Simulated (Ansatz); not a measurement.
Geometry optimisation, RKS CAM-B3LYP-D4/def2-SVP in Ansatz 0.2.0.

Input:

```yaml
crystal:
  periodic: [false, false, false]
  atoms:
    - { symbol: Al, position_ang: [0.0, 0.0, 0.0] }
    - { symbol: "N", position_ang: [0.0, 0.0, 2.27] }
    - { symbol: H, position_ang: [-0.877, -0.2713, 2.8] }
    - { symbol: H, position_ang: [0.877, 0.2713, 2.8] }
    - { symbol: O, position_ang: [1.5415, 0.0, -0.89] }
    - { symbol: H, position_ang: [1.8414, -0.9519, -1.0449] }
    - { symbol: O, position_ang: [-1.5415, 0.0, -0.89] }
    - { symbol: H, position_ang: [-2.0512, -0.8467, -0.6815] }
    - { symbol: H, position_ang: [-0.2326, 1.7497, 0.5865] }
    - { symbol: H, position_ang: [-0.1826, 1.3735, 1.5699] }
basis:
  gaussian: { orbitals: def2-SVP }
hamiltonian:
  xc: cam_b3lyp
  dispersion: d4
relax:
  f_tol: 0.15
  max_steps: 25
  restrain:
    - { distance: [0, 8], at: 2.76, k: 30.0 }
    - { distance: [9, 1], at: 2.26, k: 30.0 }
    - { distance: [0, 1], at: 1.92, k: 30.0 }
    - { distance: [9, 8], at: 0.66, k: 30.0 }
```

Command:

```bash
$ ansatz run input.yaml --threads 4 --pin off --max-ram 5120MiB --backend cpu --events-out ev --progress --plain --runs-dir out
```

Where does it end, and by what steps?

The forces met the threshold. The restraints hold the end off the free minimum; the threshold counts their pulls, which the force column leaves out. Restrained pairs: Al1–H9 (1.86 → 2.76 Å), N2–H10 (1.55 → 2.27 Å), Al1–N2 (2.27 → 1.86 Å), H9–H10 (1.05 → 0.72 Å). After 11 steps the energy has fallen by 2.392 eV (the restraints' own energy left out); H10 moved furthest, 0.66 Å.

```json
{"step": "0", "energy less start (eV)": "0.0000", "largest force component (eV/Å)": "2.615", "accepted": "yes"}
{"step": "1", "energy less start (eV)": "-0.2828", "largest force component (eV/Å)": "1.971", "accepted": "yes"}
{"step": "2", "energy less start (eV)": "-0.7078", "largest force component (eV/Å)": "2.282", "accepted": "yes"}
{"step": "3", "energy less start (eV)": "-1.4916", "largest force component (eV/Å)": "1.942", "accepted": "yes"}
{"step": "4", "energy less start (eV)": "-2.0293", "largest force component (eV/Å)": "1.072", "accepted": "yes"}
{"step": "5", "energy less start (eV)": "-2.1764", "largest force component (eV/Å)": "1.059", "accepted": "yes"}
{"step": "6", "energy less start (eV)": "-2.2595", "largest force component (eV/Å)": "1.597", "accepted": "yes"}
{"step": "7", "energy less start (eV)": "-2.3297", "largest force component (eV/Å)": "1.952", "accepted": "yes"}
{"step": "8", "energy less start (eV)": "-2.3762", "largest force component (eV/Å)": "1.919", "accepted": "yes"}
{"step": "9", "energy less start (eV)": "-2.1009", "largest force component (eV/Å)": "4.183", "accepted": "no"}
{"step": "10", "energy less start (eV)": "-2.3815", "largest force component (eV/Å)": "1.860", "accepted": "yes"}
{"step": "11", "energy less start (eV)": "-2.3923", "largest force component (eV/Å)": "1.822", "accepted": "yes"}
```

```xyz
10
Properties=species:S:1:pos:R:3
Al 0.048 -0.326 0.259
N -0.058 -0.167 2.107
H -0.904 -0.269 2.655
H 0.765 -0.240 2.695
O 1.593 -0.279 -0.430
H 1.772 -0.421 -1.363
O -1.301 -0.554 -0.737
H -2.214 -0.717 -0.494
H -0.173 2.396 0.651
H -0.153 1.901 1.177
```

Run time: 22 s on 4 threads of Intel(R) Xeon(R) Platinum 8259CL CPU @ 2.50GHz (Skylake/Cascade Lake) (shared host), peak memory 0.22 GiB.
